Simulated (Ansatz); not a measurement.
Two isomers of C3H7BN2: A = `CBC(N)C#N`, B = `BC=C(N)C=N`.

Computed with Ansatz on PBE0-D4/def2-TZVP structures; ΔE is electronic, products minus reactants. CBS: MP2 limit from def2 TZ/QZ plus the TZ coupled-cluster correction, frozen cores. DFT in def2-TZVPP. B3LYP here is the variant with VWN-RPA as its local correlation; programs differ in this. One conformer a species, not always the lowest.

A:

```xyz
13

C     1.7495   -0.7518    0.2651
B     0.7624    0.4195    0.0750
C    -0.7499    0.2184   -0.3349
N    -1.6413    1.2775    0.0960
C    -1.2651   -1.0887    0.0544
N    -1.6496   -2.1309    0.3519
H     1.4261   -1.7070   -0.1526
H     2.7712   -0.5228   -0.0436
H     1.7966   -0.8968    1.3574
H     1.1141    1.5609    0.1998
H    -0.6179    0.1579   -1.4423
H    -2.5060    1.2869   -0.4281
H    -1.1902    2.1769    0.0020
```

B:

```xyz
13

B     0.9983    1.8400   -0.5682
C     0.8069    0.3612   -0.4051
C    -0.3383   -0.2303    0.0646
N    -1.4738    0.4264    0.3608
C    -0.4497   -1.7023    0.2690
N     0.4932   -2.5282    0.3995
H     0.1262    2.6198   -0.2735
H     2.0220    2.2945   -0.9893
H     1.5999   -0.3298   -0.6772
H    -2.2238   -0.0377    0.8392
H    -1.4860    1.4310    0.3112
H    -1.4729   -2.0900    0.3275
H     1.3979   -2.0548    0.3416
```

**Question.** Which is lower in electronic energy at CCSD(T)/CBS, and by how much? (Best estimate.)

**Answer.** Computed: A, by 53.4 kJ/mol.

**Question.** Give E(B) − E(A) in kJ/mol with HF/def2-TZVPP, ωB97M-V, CCSD(T)/def2-TZVPP, B3LYP-D4, B2PLYP, CCSD/def2-TZVPP, MP2/def2-TZVPP. (Best estimate.)

**Answer.** Computed: HF/def2-TZVPP 68.7, ωB97M-V 50.3, CCSD(T)/def2-TZVPP 56.8, B3LYP-D4 31.3, B2PLYP 46.9, CCSD/def2-TZVPP 64.3, MP2/def2-TZVPP 64.7. None reverses the order clearly.

Largest T1 diagnostic: 0.014.

From PBE to PBE0 (25 % exact exchange), in def2-TZVPP and without D4, E(B) − E(A) moves by +11.5 kJ/mol. In def2-TZVPP, CCSD(T) changes the Hartree–Fock value by −11.9 kJ/mol (the triples alone add −7.5 kJ/mol) and MP2 by −4.0 kJ/mol.
